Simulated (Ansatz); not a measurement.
NaLi₃, relaxed as a singlet with RKS PBE/def2-TZVP in Ansatz, starting from the GFN1-xTB geometry. Force threshold 0.02 eV/Å.

The restricted singlet is unstable towards broken spin symmetry at other levels; at PBE/def2-TZVP this wasn't settled. Another isomer (singlet) lies 0.16 eV lower at PBE0/def2-TZVP; other spin states weren't run for this one.

Start:

```xyz
4

Li   -0.055   -0.347    2.210
Li    0.602   -0.911    0.002
Li    0.244   -0.151   -2.220
Na   -0.791    1.409    0.008
```

(1) Estimate the energy that the relaxation releases and the steps that it takes.

(2) Does the start keep its bonding and symmetry?

(3) Predict the relaxed structure.

## Answers

(1) 17.0 kcal/mol, in 7 steps; 3.5 s on 4 threads of Arm Neoverse V2 on a shared host. No frequencies were taken in this run, so the end may be a saddle point.

(2) By distances, no bond broke or formed, bridged metal pairs apart. The bond that changes most is Li1–Li2, from 2.37 to 3.07 Å (atoms count from 1). Metal–metal contacts that move far: Li1–Li2 2.37 to 3.07 Å, Li2–Li3 2.38 to 3.07 Å. Point group Cs at the start, C2v at the end, both within 0.05 Å.

(3) 
Cartesian coordinates in Å:
```
Li -0.118 -0.249 2.839
Li 0.650 -1.111 -0.005
Li 0.266 0.001 -2.840
Na -0.798 1.359 0.006
```
Bond lengths (bridged metal pairs left out): 3 × Li–Na 2.86 to 3.33 Å; 2 × Li–Li 3.07 Å.
